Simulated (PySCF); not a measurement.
**Shifts of the heteroatoms**

Atom-mapped SMILES (the numbers label the heavy atoms): `[O:1]=[C:2]=[N:3][c:4]1[cH:5][cH:6][cH:7][c:8]([F:9])[cH:10]1`; H(Xn) means a hydrogen on atom n.

Theory: shieldings: GIAO B97-2/pcSseg-2, coordinates at the PBE0-D3(BJ)/def2-TZVP level, in PySCF 2.14.0 with density-fitted response routines (one computed conformer, isolated molecule, relativity neglected).

Question: Predict the $^{19}$F NMR data.

Answer: 
| atoms | environment | σ (ppm) | δ (ppm) |
| --- | --- | --- | --- |
| F9 | aryl fluorine | 289.2 | -111.1 |

Shieldings were converted by a linear fit to measured shifts: $^{19}$F (scatter 4.2 ppm rms, 5.7 ppm with the 8 outliers that the fit left out vs CFCl3, solution or neat liquid, with a term for F on sp3 carbon). A few per cent of atoms miss by over 2 rms, more outside the fitted compound classes.

On a 600 MHz spectrometer $^{19}$F resonates near 564.6 MHz, so 1 ppm is 564.6 Hz.

Question: Where does $^{15}$N resonate?

Answer: 
```csv
atoms,environment,σ (ppm),δ (ppm)
N3,heterocumulene nitrogen,194.0,-328.3
```

Shieldings were converted by a linear fit to measured shifts: $^{15}$N (scatter 6.4 ppm rms vs CH3NO2, solution or neat liquid). Occasional misses reach two or three times the rms, and more in compound classes unlike the fitted ones.

On a 500 MHz spectrometer $^{15}$N resonates near 50.7 MHz, so 1 ppm is 50.7 Hz.

Question: Where does $^{17}$O resonate?

Answer: 
```tsv
atoms	environment	σ (ppm)	δ (ppm)
O1	carbonyl oxygen	161.3	121.2
```

Shieldings were converted by a linear fit to measured shifts: $^{17}$O: δ = 274.03 − 0.947σ (rms 12.2 ppm, 99 shifts vs liquid water, solution or neat liquid). Occasional misses reach two or three times the rms, and more in compound classes unlike the fitted ones.

On a 500 MHz spectrometer $^{17}$O resonates near 67.8 MHz, so 1 ppm is 67.8 Hz.
